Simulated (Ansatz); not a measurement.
A structure relaxed at PBE0-D4/def2-TZVP, charge 0, multiplicity 1:

Cartesian coordinates in Å:
```
B 0.1797 -1.3685 0.8115
O 0.0317 -0.2313 0.1220
Al -0.1567 1.1942 -0.7115
Cl -1.7954 1.4455 -1.9492
Cl 1.2517 2.6951 -0.5005
H -0.2962 -1.4542 1.9118
H 0.7852 -2.2807 0.3158
```

Task: Give its formula and SMILES.

Result: AlBCl2H2O, `B[O][Al]([Cl])[Cl]`.

Task: Point group (tolerance 0.08 Å, 0.16 Å for H)?

Result: C2v.

Task: Summarise the bond lengths by kind.

Result: 1 × B–O 1.338 Å; 2 × B–H 1.202 Å; 1 × Al–O 1.662 Å; 2 × Al–Cl 2.069 Å.

Program: Ansatz 0.2.0.
